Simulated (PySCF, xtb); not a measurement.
AuCl4, SMILES [Cl][Au-]([Cl])([Cl])[Cl], charge -1, multiplicity 1.

Harmonic wavenumbers (cm⁻¹) from GFN2-xTB in xtb 6.7.1 at its own minimum, in rising order: 63, 106, 123, 123, 126, 233, 263, 296, 296.

**Question.** What does PBE-D3(BJ)/def2-SVPD (PySCF) give at its own minimum? (The exact figures need the calculation; the answer reports its results.)

**Answer.** 73, 124, 133, 138, 138, 280, 300, 318, 318. Paired by order, the mean absolute difference is 21 cm⁻¹ and the zero-point energies are 2.3 and 2.6 kcal/mol.
